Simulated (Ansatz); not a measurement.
Relaxation of fac-CrCl3(PH3)3 (CrP3H9Cl3) with UKS PBE-D4/def2-SVP.

```sh
$ ansatz run in.yaml --threads 4 --pin off --events-out ev --progress --plain --max-ram 9574MiB
```

```yaml
crystal:
  periodic: [false, false, false]
  atoms:
    - {symbol: Cr, position_ang: [0.578543, 0.548284, 0.500843]}
    - {symbol: Cl, position_ang: [0.412714, 0.322437, 2.778899]}
    - {symbol: P, position_ang: [0.554180, 0.593018, -1.903910]}
    - {symbol: H, position_ang: [-0.612937, 0.990639, -2.639380]}
    - {symbol: H, position_ang: [0.893853, -0.562891, -2.684801]}
    - {symbol: H, position_ang: [1.492283, 1.518573, -2.439442]}
    - {symbol: Cl, position_ang: [2.816641, 0.227522, 0.106017]}
    - {symbol: P, position_ang: [-1.811984, 0.686695, 0.727335]}
    - {symbol: H, position_ang: [-2.212431, 1.667010, 1.677172]}
    - {symbol: H, position_ang: [-2.591291, -0.424534, 1.195326]}
    - {symbol: H, position_ang: [-2.653791, 1.067829, -0.371451]}
    - {symbol: Cl, position_ang: [0.310561, 2.804985, 0.179450]}
    - {symbol: P, position_ang: [0.655314, -1.850862, 0.655010]}
    - {symbol: H, position_ang: [1.648972, -2.305363, 1.565830]}
    - {symbol: H, position_ang: [0.983698, -2.669875, -0.477476]}
    - {symbol: H, position_ang: [-0.464314, -2.613447, 1.130569]}
basis:
  gaussian: {orbitals: def2-SVP}
magnetization: {spin_polarized: true, initial_magnetization: 1}
hamiltonian: {xc: pbe, dispersion: d4}
scf: {lower_state_search: "off"}
output: {orbitals: {seedname: orbitals}}
relax: {f_tol: 0.03, max_steps: 70}
```

Run time 30 s (4 threads of Arm Neoverse V1 on a shared host).

Positions (Å) and forces (eV/Å) at steps 1, 3 of 3:

```xyz
16
step=1 energy=-93947.8200 eV
Cr    0.579    0.548    0.501   -0.030   -0.028   -0.024
Cl    0.413    0.322    2.779    0.013    0.016   -0.095
P     0.554    0.593   -1.904   -0.018   -0.019    0.143
H    -0.613    0.991   -2.639    0.005   -0.002   -0.002
H     0.894   -0.563   -2.685   -0.001    0.006   -0.001
H     1.492    1.519   -2.439    0.008    0.009   -0.037
Cl    2.817    0.228    0.106   -0.091    0.019    0.023
P    -1.812    0.687    0.727    0.140   -0.027   -0.030
H    -2.212    1.667    1.677   -0.035    0.011    0.012
H    -2.591   -0.425    1.195   -0.002    0.005   -0.001
H    -2.654    1.068   -0.371   -0.002    0.000    0.006
Cl    0.311    2.805    0.179    0.018   -0.093    0.019
P     0.655   -1.851    0.655   -0.023    0.142   -0.026
H     1.649   -2.305    1.566    0.010   -0.036    0.010
H     0.984   -2.670   -0.477   -0.001   -0.002    0.005
H    -0.464   -2.613    1.131    0.005   -0.001   -0.001
16
step=3 energy=-93947.8262 eV
Cr    0.585    0.554    0.506    0.013    0.013    0.012
Cl    0.430    0.340    2.776   -0.003   -0.004    0.009
P     0.551    0.588   -1.881   -0.009   -0.003    0.006
H    -0.628    0.972   -2.606    0.004    0.001   -0.004
H     0.877   -0.578   -2.652    0.001    0.003   -0.001
H     1.477    1.505   -2.455   -0.005   -0.004    0.000
Cl    2.816    0.245    0.123    0.010   -0.005   -0.004
P    -1.790    0.681    0.721    0.005   -0.007   -0.007
H    -2.230    1.653    1.665    0.000   -0.004   -0.004
H    -2.561   -0.442    1.175   -0.003    0.003    0.001
H    -2.623    1.049   -0.389   -0.003    0.001    0.003
Cl    0.329    2.804    0.196   -0.004    0.007   -0.005
P     0.650   -1.828    0.649   -0.006    0.005   -0.006
H     1.634   -2.322    1.553   -0.004   -0.001   -0.004
H     0.964   -2.638   -0.494    0.001   -0.003    0.003
H    -0.482   -2.582    1.112    0.003   -0.002    0.001
```

The charge 0 doublet is spin-contaminated (final ⟨S²⟩ up to 1.76, 0.75 for a pure state). The name describes the quartet; other states may take another shape. At PBE-D4/def2-SVP a quartet of charge 0 lies 0.78 eV below the doublet, each at its own geometry.
